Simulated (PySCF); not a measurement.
Species: C8H16BFO2.
SMILES with atom numbers: `[CH3:1][CH2:2][CH2:3][CH2:4][CH2:5][B:6]1[O:7][CH2:8][CH2:9][C@H:10]([F:11])[O:12]1`

Definitions: NICS(0) = −σiso at the ring centroid; NICS(1) = −σiso and NICS(1)zz = −σzz at ±1 Å along the ring normal z. Level: GIAO PBE0/pcSseg-1 (PySCF, non-relativistic, gas phase) on the PBE0-D3(BJ)/def2-SVP geometry, one conformer.

Ring bond lengths (Å), with Mayer bond orders in brackets: B6–O7 1.360 (1.13), O7–C8 1.412 (0.88), C8–C9 1.515 (1.04), C9–C10 1.514 (1.04), C10–O12 1.380 (0.96), O12–B6 1.382 (1.09).

Problem. Give the NICS values of each ring in ppm.

Solution. 
```json
{"ring": "B6–O7–C8–C9–C10–O12", "type": "6-membered ring with B and 2 O; formal bonds all single", "NICS(0)": "-1.0", "NICS(1), two faces": "-2.3 / -0.8", "NICS(1)zz, two faces": "0.5 / 2.4", "rms pucker (Å)": "0.19", "centre to ring atoms, mean (Å)": "1.40"}
```

Problem. What can be read from them?

Solution. 
- B6–O7–C8–C9–C10–O12: mean NICS(1)zz 1.5 ppm, near zero. C8, C9, C10 have four or more neighbours, and the NICS criterion for π rings isn't applied. A hydrogen on C9, outside the ring, lies only 1.37 Å from a NICS(1) probe, which then mostly feels that atom.

Problem. At the first NICS(1) probe listed for ring B6–O7–C8–C9–C10–O12, 1 Å off the ring, what do the in-plane components average?

Solution. The isotropic value is a third of the trace: (3 × -2.3 − (0.5))/2 = -3.7 ppm.

Problem. List the ring angles and the Hirshfeld charges of the ring atoms.

Solution. 
- B6–O7–C8–C9–C10–O12: B6 121.2° (+0.249 e), O7 121.2° (-0.166 e), C8 111.2° (+0.010 e), C9 108.7° (-0.089 e), C10 111.7° (+0.132 e), O12 120.5° (-0.183 e); sum 694.4° against 720° for a flat convex ring.

Problem. How shielded are the nuclei of the rings and their hydrogens (means over atoms taken as equivalent)?

Solution. 
```csv
atoms,environment,σ isotropic (ppm)
B6,three-coordinate boron,70.4
O7,boron-bound oxygen,210.0
C8,sp3 carbon bound to oxygen,127.2
C9,ring CH2 carbon,150.7
C10,sp3 C–F carbon,81.7
O12,boron-bound oxygen,162.1
H on C8,methylene hydrogen,27.39
H on C8,methylene hydrogen,26.93
H on C9,methylene hydrogen,29.55
H on C9,methylene hydrogen,29.62
H on C10,methine hydrogen,25.57
```

Problem. How do the values depend on the level or the medium?

Solution. 
```json
{"level": "PBE0/pcSseg-1, gas", "NICS(0), B6–O7–C8–C9–C10–O12": "-1.0", "mean NICS(1)zz, B6–O7–C8–C9–C10–O12": "1.5"}
{"level": "wB97X-D/pcSseg-1, gas", "NICS(0), B6–O7–C8–C9–C10–O12": "-1.0", "mean NICS(1)zz, B6–O7–C8–C9–C10–O12": "1.5"}
```

The geometry is the same throughout.
